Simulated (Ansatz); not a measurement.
Basis-set extrapolation for C2H6BF2N (`CN(C)B(F)F`) (PBE0-D4/def2-TZVP geometry, frozen core, the Gaussian-basis code of Ansatz). Multiplicity 1, RHF reference.

```tsv
	def2-TZVPP	def2-QZVPP
HF	-357.561875	-357.578275
MP2 correlation	-1.147738	-1.239420
CCSD(T) correlation	-1.220625	not run
```

Energies in hartree. Use E(X) = E(∞) + A·exp(−7.88·√X) for Hartree–Fock and E(X) = E(∞) + B·X^(−2.97) for correlation, with X = 3 and 4, and add CCSD(T) minus MP2 of the smaller set to the MP2 limit.

Task: What is the CCSD(T) energy at the basis-set limit?

Result: HF limit: -357.578275 + (-0.016400) × 0.13774 = -357.58053. MP2 limit: -1.239420 + (-0.091682) × 0.74074 = -1.30733. Higher-order term: -1.220625 − (-1.147738) = -0.07289. Total: -358.96075 hartree, 4.85 eV below CCSD(T)/def2-TZVPP.
